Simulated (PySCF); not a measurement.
# Spinor energies of Ru(3+) (ruthenium, charge +3)

Start: [Kr] 4d4 5p1; 4d5/2 filled at m_j = -1/2, +1/2, +3/2, +5/2; 5p3/2 filled at m_j = +3/2. Calculated with PySCF 2.14 in x2c-SVPall-2c with one added diffuse shell each of s, p, d type (7s9p7d1f, 76 functions): generalised Hartree-Fock with the X2C-1e Hamiltonian and a Gaussian nucleus; one run each with spin-orbit coupling (SO) switched off, then screened by Boettger's factors. This is a chosen level, not necessarily the ground level.

```
spinor shell  electrons  ε, spin-free (eV)  ε, screened SO (eV)  weight of nominal j (screened SO)  rms radius, screened SO (bohr)
       1s1/2          2           -22274.1             -22273.0                              1.000                          0.0384
       2s1/2          2            -3318.5              -3318.2                              1.000                           0.158
       2p1/2          2            -2970.7              -3061.3                              1.000                           0.137
       2p3/2          4            -2970.7              -2928.6                              1.000                           0.142
       3s1/2          2            -653.92              -653.92                              1.000                           0.428
       3p1/2          2            -536.43              -552.42                              1.000                           0.425
       3p3/2          4            -536.43              -529.05                              1.000                           0.436
       3d3/2          4            -347.31              -350.07                              0.965                           0.417
       3d5/2          6            -347.31              -345.52                              0.976                           0.420
       4s1/2          2            -134.67              -134.73                              1.000                            1.08
       4p1/2          2            -98.247              -103.35                              0.701                            1.17
       4p3/2          4            -98.247              -95.884                              0.850                            1.18
       4d5/2          4            -51.396              -51.409                              0.658                            1.49
       5p3/2          1            -27.213              -27.038                              1.000                            3.19
```

| quantity | spin-free | screened SO |
| --- | --- | --- |
| E (hartree) | -4524.85802 | -4525.46480 |
| M_J | 11/2 | 11/2 |
| ⟨J²⟩ | 35.754 | 35.756 |
| ⟨L²⟩ | 12.003 | 12.101 |
| ⟨S²⟩ | 8.750 | 8.706 |

Each row is a mean over spinors that exchange with the open shell spreads, by up to 11.164 eV (4p3/2).

Rows whose weight is well below 1 are mixtures of j = l ± 1/2: exchange outweighs spin-orbit coupling there, and the label is only the starting occupation.

Breit and QED terms are absent; they matter most for the inner s and p1/2 levels.

Densities and radii are taken from the X2C orbitals without a picture-change correction, which distorts them close to the nucleus.

Without spin-orbit coupling the j labels of p, d and f shells carry no meaning; the spin-free column gives the mean over the occupied spinors of each nl shell.
